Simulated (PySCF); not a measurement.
C₆H₁₀ClFSi: full NMR table

* Formula: C6H10ClFSi
* SMILES: F[C@@H]1C[SiH2]CC/C1=C/Cl
* Point group of the computed structure: C1
* Degrees of unsaturation: 2
* Carbon signals: 6
* Proton signals: 10

Atom-mapped SMILES (the numbers label the heavy atoms): `[F:1][C@@H:2]1[CH2:3][SiH2:4][CH2:5][CH2:6]/[C:7]1=[CH:8]/[Cl:9]`; H(Xn) means a hydrogen on atom n. Ha(C3), Ha(Si4), Ha(C5), Ha(C6) are cis to F1 on the ring; Hb(C3), Hb(Si4), Hb(C5), Hb(C6) are trans to F1 on the ring.

[PySCF 2.14: shielding tensors at PBE0/pcSseg-1 (GIAO); coordinates at the GFN2-xTB level; no solvent; non-relativistic Hamiltonian; one conformer]

References, each an isolated molecule treated in the same way: TMS for 1H and 13C and 29Si; 19F vs CFCl3.

| carbon | δC, type | δH (multiplicity) | HMBC from (2–3 bonds) | span of the C tensor (ppm) |
| --- | --- | --- | --- | --- |
| C2 | 90.4, CH | 6.28 (m) | H(C8), Ha(Si4), Hb(Si4), Ha(C6), Hb(C6), Ha(C3), Hb(C3) | 85 |
| C3 | 20.1, CH2 | Ha(C3) 1.51 (m); Hb(C3) 0.95 (m) | H(C2), Ha(Si4), Hb(Si4), Ha(C5), Hb(C5) | 38 |
| C5 | 14.3, CH2 | Ha(C5) 1.04 (m); Hb(C5) 0.75 (m) | Ha(Si4), Hb(Si4), Ha(C6), Hb(C6), Ha(C3), Hb(C3) | 30 |
| C6 | 30.6, CH2 | Hb(C6) 2.38 (m); Ha(C6) 3.00 (m) | H(C2), H(C8), Ha(Si4), Hb(Si4), Ha(C5), Hb(C5) | 27 |
| C7 | 154.3, C | – | H(C2), H(C8), Ha(C6), Hb(C6), Ha(C3), Ha(C5), Hb(C3), Hb(C5) | 229 |
| C8 | 123.3, CH | 5.97 (m) | H(C2), Ha(C6), Hb(C6) | 136 |

Other nuclei:
| atoms | nucleus | environment | δ (ppm) | σ (ppm) |
| --- | --- | --- | --- | --- |
| Ha(Si4) | 1H | hydrogen on a silicon bonded to 2 C, in a 6-membered ring | 4.43 | 27.29 |
| Hb(Si4) | 1H | hydrogen on a silicon bonded to 2 C, in a 6-membered ring | 4.11 | 27.60 |
| F1 | 19F | fluorine on an sp3 carbon | -206.5 | 377.5 |
| Si4 | 29Si | silicon bonded to 2 C, 2 H, in a 6-membered ring | -49.2 | 398.4 |

- Carbon types of the structure: 1 × C, 2 × CH, 3 × CH2, leaving 2 H on heteroatoms.
- δC 154.3: fully substituted alkene carbon; as expected for a trigonal carbon in a double bond.
- δC 123.3: alkene CH; an sp2 carbon of a C=C bond.
- δC 90.4: allylic sp3 CH bonded to F; the inductive effect lowers its shielding.
- δC 30.6: allylic sp3 CH2; saturated and bonded to C and H only.
- δH 3.00, 2.38: hydrogen on an allylic sp3 CH2; allylic position.

Carbons that carry Cl, above all several Cl atoms, come out too deshielded, partly because spin–orbit coupling is missing. Splittings by 19F in the carbon and heteronuclear signals aren't shown, as no couplings were computed. Shifts are as computed. Against solution values, carbons near 30 ppm lie about +3 ppm off and those near 130 ppm about +5 ppm; carbons on Cl a further +6 ppm. Of 1309 compounds with measured shifts, 239 miss one by over three times the rms of a fit or turn the order of signals round; such compounds aren't used in these exercises. Unscaled 19F shifts against computed CFCl3 carry errors that often reach 10 to 50 ppm. No couplings were computed; multiplicities are counted from neighbouring protons, with m where these are inequivalent, close in shift, in a saturated or five-membered ring or joined by F or P, and br s for small geminal =CH2 splittings.
